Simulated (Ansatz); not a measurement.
Group exchange: SCl2O2 + CHBr2F → SClO2F + CHBr2Cl

Species: SCl2O2 `O=S(=O)(Cl)Cl`, singlet; CHBr2F (dibromofluoromethane) `FC(Br)Br`, singlet; SClO2F (sulfuryl chloride fluoride) `O=S(=O)(F)Cl`, singlet; CHBr2Cl (chlorodibromomethane) `ClC(Br)Br`, singlet. The partners trade Cl for F: S–Cl and C–F bonds give way to S–F and C–Cl.

Shapes, held fixed at every level: PBE0-D4/def2-TZVP. Programs: Ansatz 0.2.0. The zero-point and thermal change to 298 K, harmonic and unscaled (PBE0-D4/def2-TZVP), is -0.5 kJ/mol.

**Question.** Estimate ΔH(298 K) of this reaction.

**Answer.** The highest level, CCSD(T)/def2-TZVPP, gives ΔH(298 K) = -27.6 kJ/mol; the levels span -27.6 to -11.4. The column of differences is taken from that level and isn't an error. No measured value is set beside it here. Relativity is left out for Br. Outer-core shells of Br are correlated in most correlated rows, in sets that cover them unevenly.

| level | kind | ΔH(298 K) (kJ/mol) | less CCSD(T)/def2-TZVPP |
| --- | --- | --- | --- |
| SPW92/def2-TZVPP | LDA | -11.7 | +15.9 |
| r2SCAN-D4/def2-TZVPP | meta-GGA | -12.8 | +14.8 |
| B3LYP-D4/def2-TZVPP | global hybrid | -12.5 | +15.1 |
| r2SCAN0-D4/def2-TZVPP | global hybrid | -20.4 | +7.2 |
| wB97M-V/def2-TZVPP | range-separated hybrid | -24.5 | +3.1 |
| wB97X-V/def2-TZVPP | range-separated hybrid | -25.1 | +2.5 |
| CCSD(T)/def2-SVP | coupled cluster or CI | -11.4 | +16.2 |
| CCSD(T)/def2-TZVPP | coupled cluster or CI | -27.6 | 0.0 |
